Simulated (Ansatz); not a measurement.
CHNSi, SMILES `[C-]#[N+][SiH]` (lower singlet) (charge 0, multiplicity 1). This singlet lies 1.39 eV below the relaxed triplet at the level composite: frozen-core CCSD(T) with HF/cc-pVQZ and the correlation energy extrapolated as X^-3 from cc-pVTZ and cc-pVQZ, plus CCSDT(Q) minus CCSD(T) in cc-pVDZ // PBE0-D3(BJ)/def2-TZVP (Ansatz, an electronic-structure program).

Calculation: Ansatz with frozen-core CCSDT(Q)/6-31g // PBE0-D3(BJ)/def2-TZVP.

Ansatz 0.2 input:
```yaml
crystal:
  periodic: [false, false, false]
  atoms:
    - { symbol: C, position_ang: [1.631586, -0.86737, -0.088711] }
    - { symbol: N, position_ang: [0.660923, -0.205154, -0.172351] }
    - { symbol: Si, position_ang: [-0.582196, 1.012726, -0.380733] }
    - { symbol: H, position_ang: [-1.710315, 0.059797, -0.005024] }
basis:
  gaussian: { orbitals: "6-31g" }
correlation:
  method: ccsdt_q
```

Output:

```
Functional definition: HF
740 factors; integrals over basis functions are off by at most 6.3e-8 eV
mean field evaluation 1: about -10385.0075 eV, gradient 2.1e1 eV
mean field evaluation 2: about -10385.0174 eV, gradient 2.1e1 eV
mean field evaluation 4: about -10386.1541 eV, gradient 3.1e0 eV
mean field evaluation 8: about -10386.1851 eV, gradient 3.8e-2 eV
mean field evaluation 16: about -10386.1736 eV, gradient 6.1e-1 eV
mean field -10386.18514025 eV, -381.6852638949 hartree, gradient 2.1e-6 eV, S^2 0.000000; 0 other end points of the search recorded, 0 dependent functions left out; unrestricted orbitals would lower it
7 core orbitals not correlated
reference -10386.18514025 eV, -381.6852638949 hartree; 7, 7 occupied and 19, 19 virtual orbitals, 740 factors
second order -6.07419677 eV of doubles, -0.00000000 eV of singles
cycle   1  -6.10984181 eV  change   -3.6e-2 eV  update   1.2e-1
cycle   2  -6.57570057 eV  change   -4.7e-1 eV  update   5.9e-2
cycle   3  -6.86398826 eV  change   -2.9e-1 eV  update   2.6e-2
cycle   4  -6.85121334 eV  change    1.3e-2 eV  update   7.0e-3
cycle   5  -6.85179768 eV  change   -5.8e-4 eV  update   3.4e-3
cycle   6  -6.85342755 eV  change   -1.6e-3 eV  update   1.2e-3
cycle   7  -6.85348797 eV  change   -6.0e-5 eV  update   6.8e-4
cycle   8  -6.85284529 eV  change    6.4e-4 eV  update   2.6e-4
cycle   9  -6.85279109 eV  change    5.4e-5 eV  update   1.2e-4
cycle  10  -6.85283464 eV  change   -4.4e-5 eV  update   5.5e-5
cycle  11  -6.85282658 eV  change    8.1e-6 eV  update   2.8e-5
cycle  12  -6.85285044 eV  change   -2.4e-5 eV  update   1.4e-5
cycle  13  -6.85285172 eV  change   -1.3e-6 eV  update   7.0e-6
cycle  14  -6.85285332 eV  change   -1.6e-6 eV  update   3.7e-6
cycle  15  -6.85285318 eV  change    1.4e-7 eV  update   1.8e-6
cycle  16  -6.85285433 eV  change   -1.1e-6 eV  update   8.9e-7
perturbative correction -0.02053852 eV, -0.0007547768 hartree
Total energy: -10393.05853310 eV, -381.9378564233 hartree
```
